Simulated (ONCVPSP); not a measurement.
Configuration tests for Ni (ONCV)

| Item | Value |
| --- | --- |
| Element | Ni (Z = 28) |
| Generator | ONCVPSP 4.0.1 |
| Type | optimised norm-conserving Vanderbilt (ONCV) |
| Functional | LDA (Perdew-Wang 92) |
| Relativity | scalar-relativistic |
| Frozen core | [Ne] |
| Valence charge | 18 |
| Reference configuration | 3s2 3p6 3d8 4s2 |
| Partial waves | 3s+4s: rc 1.50 bohr, ncon 5, nbas 9, qcut 7.2 1/bohr, 2 projectors; 3p: rc 1.10 bohr, ncon 5, nbas 8, qcut 12 1/bohr, 2 projectors, debl 2.9 Ha; 3d: rc 1.60 bohr, ncon 4, nbas 9, qcut 10.6 1/bohr, 2 projectors, debl 2.7 Ha |
| Local potential | polynomial inside 0.75 bohr (lpopt 5, dvloc0 0 Ha) |
| Core correction | Teter function, fcfact 6, rcfact 1 |

Energies are relative to the spin-unpolarised reference configuration 3s2 3p6 3d8 4s2; without spin polarisation the order of configurations can differ from experiment.

| valence configuration | charge | ΔE all-electron (eV) | error AE − PS (meV) |
| --- | --- | --- | --- |
| 3s2 3p6 3d8 4s0 | +2 | 27.247 | +7.0 |
| 3s2 3p6 3d7 4s0 | +3 | 65.051 | +33 |
| 3s2 3p6 3d9 4s0 | +1 | 6.548 | +67 |

(1) What are ΔE and the potential's error for 3s2 3p6 3d8 4s1?

Results:

(1) ΔE = 9.594 eV all-electron; the error (AE − PS) is +0.9 meV.
